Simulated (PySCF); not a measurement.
H2Sb, SMILES [SbH2], multiplicity 2. Coordinates come from a PBE-D3(BJ)/def2-TZVPD optimisation. The isomer is the one that the SMILES or the coordinates give; other isomers of the formula were not compared. The def2 effective core potentials stand for the cores of Sb; spin–orbit coupling is left out.

Computed with PBE-D3(BJ)/def2-TZVPD (PySCF).

Harmonic wavenumbers (cm⁻¹): 807, 1872, 1880. Rotational constants (GHz): 169.5, 169.0, 84.60; symmetry number 2.

Work out the zero-point energy and the ideal-gas rigid-rotor harmonic-oscillator thermochemistry at 298.15 K and 1 atm.

ZPE = ½ Σ hcν = ½ × 4559 cm⁻¹ = 27.27 kJ/mol. H − E(el) = 37.39 kJ/mol. Entropy in J/(mol K): translation 168.84, rotation 59.29, vibration 0.86, spin 5.76, total 234.75. G − E(el) = -32.60 kJ/mol. Cp = 36.09 J/(mol K).
